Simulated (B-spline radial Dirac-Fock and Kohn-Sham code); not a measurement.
Relative photoemission cross sections at 4000 eV: 2s, 2p1/2, 2p3/2, B to Pd

Level of theory: a relativistic central-field model (Hartree-Slater potential of the initial state, Latter tail, multipole expansion of the photon field, Dirac-Fock thresholds); a radial finite-basis atomic code. Cross sections are relative to C 1s, computed as 0.7121 kb at this energy; β is from the dipole term. Free atoms in their tabulated ground configurations, whose changes along a row show as steps; without correlation, outer binding energies come out low.

```
 Z  element    σ 2s   σ 2p1/2   σ 2p3/2  β 2p3/2  binding 2p3/2 (eV)
 5        B  0.0221  2.78e-05  5.50e-05     0.07                7.93
 6        C  0.0508  0.000218  0.000431     0.10                9.99
 7        N  0.0982  0.000936   0.00185     0.16               12.20
 8        O   0.172   0.00303   0.00596     0.20               14.56
 9        F   0.274   0.00827    0.0162     0.29               17.08
10       Ne   0.408    0.0186    0.0364     0.34               19.79
12       Mg   0.889    0.0670     0.131     0.45               56.30
13       Al    1.23     0.113     0.221     0.51               80.58
14       Si    1.64     0.182     0.353     0.57               107.9
18       Ar    4.07     0.810      1.56     0.81               248.2
20       Ca    5.76      1.46      2.80     0.91               357.1
21       Sc    6.72      1.90      3.64     0.97               410.5
22       Ti    7.76      2.44      4.66     1.01               466.7
23        V    8.88      3.08      5.87     1.06               526.0
25       Mn    11.3      4.74      8.98     1.14               653.8
26       Fe    12.6      5.77      10.9     1.18               722.4
27       Co    14.0      6.97      13.1     1.22               794.1
28       Ni    15.4      8.32      15.7     1.25               869.1
30       Zn    18.4      11.6      21.7     1.31              1028.5
31       Ga    19.9      13.5      25.2     1.34              1125.0
32       Ge    21.5      15.6      29.2     1.36              1226.3
36       Kr    28.0      26.5      49.1     1.44              1679.3
38       Sr    31.3      33.4      61.8     1.46              1949.5
40       Zr    34.6      41.4      76.4     1.48              2232.6
43       Tc    39.4      55.4       102     1.47              2690.6
46       Pd    44.0      72.0       133     1.41              3179.5
```
